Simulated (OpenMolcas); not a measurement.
Computed levels of 3d6 in ions with 24 electrons, in cm-1 above 5D4.

```yaml
Program: OpenMolcas 26.06
Method: CASSCF
Basis: ANO-R3
Scalar_Hamiltonian: X2C, finite nucleus
Spin-orbit_coupling: RASSI with atomic mean-field integrals over the reference wave functions, term energies averaged over their components
```

Active space for each ion: 6 electrons in 5 orbitals (3d).

```tsv
Level	Fe2+	Co3+	Cu5+
5D3	435	622	1139
5D2	745	1060	1916
5D1	946	1343	2411
5D0	1045	1481	2653
3H6	22582	26196	32863
3H5	22812	26515	33402
3H4	22986	26750	33753
3P2(1)	24729	28615	35639
3F4(1)	25867	29972	37473
```

Problem. Estimate 5D0, 3H6, 3H5 for Ni4+ from its neighbours Co3+ and Cu5+.

Solution. 5D0 is fine structure, which grows about as the fourth power of a screened charge, so the fourth roots are averaged: ((1481^0.25 + 2653^0.25) / 2)^4 = 2003. The calculation gives 2012, so the estimate is off by -0.4 %; the measured value is 2058 (Corliss and Sugar, J. Phys. Chem. Ref. Data 10, 197 (1981)).
3H6 is another term, which grows about linearly with the charge: (26196 + 32863) / 2 = 29530. The calculation gives 29587, so the estimate is off by -0.2 %; the measured value is 27111 (Corliss and Sugar, J. Phys. Chem. Ref. Data 10, 197 (1981)).
3H5 is another term, which grows about linearly with the charge: (26515 + 33402) / 2 = 29958. The calculation gives 30009, so the estimate is off by -0.2 %; the measured value is 27578 (Corliss and Sugar, J. Phys. Chem. Ref. Data 10, 197 (1981)).

Without dynamic correlation excited terms often stand tens of per cent too high (terms of higher spin than the ground term too low), and those without a measured partner can miss by more than the paired ones. Some levels mix across a computed gap that differs much from the measured one, so their mixing is not that of the real levels (holds for Cu5+). Computed and measured levels are paired by configuration, term and J; levels that our copy of the source lacks, or whose pairing is in doubt (as where it misses far off the trend of its configuration), stay unpaired and out of the deviations. Only configurations of the active space appear.

A number in round brackets counts repeated terms of one configuration in the order of the reference energies.
